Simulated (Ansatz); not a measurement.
Species: sum formula KOH, charge -1, multiplicity 2. 
Geometry from a B3LYP-D3(BJ)/def2-TZVP (Ansatz, a first-principles code) optimisation:
```
O
H 1 0.9597
K 1 2.3087 2 180.00
```
Charge -1, spin multiplicity 2.

Parts of the frozen-core correlation energy in def2-SVP (Ansatz, hartree). Frozen orbitals: 10; correlated occupied orbitals by spin: 5 and 4; virtual: 28 and 29. UHF or UKS for open shells. Spin-orbit coupling is left out. No relativistic terms.

```tsv
term	value
reference (HF)	-674.45530
MP2 opposite-spin	(withheld)
MP2 same-spin	(withheld)
CCSD correlation	-0.21147
(T)	(withheld)
CCSDT minus CCSD(T)	-0.00023
CCSDT(Q) minus CCSD(T)	-0.00097
T1 diagnostic	0.021
largest doubles amplitude	0.045
<S^2> of the reference	0.750
```

Complete the blanks.


- MP2 opposite-spin, value: -0.15199
- MP2 same-spin, value: -0.05470
- (T), value: -0.00382
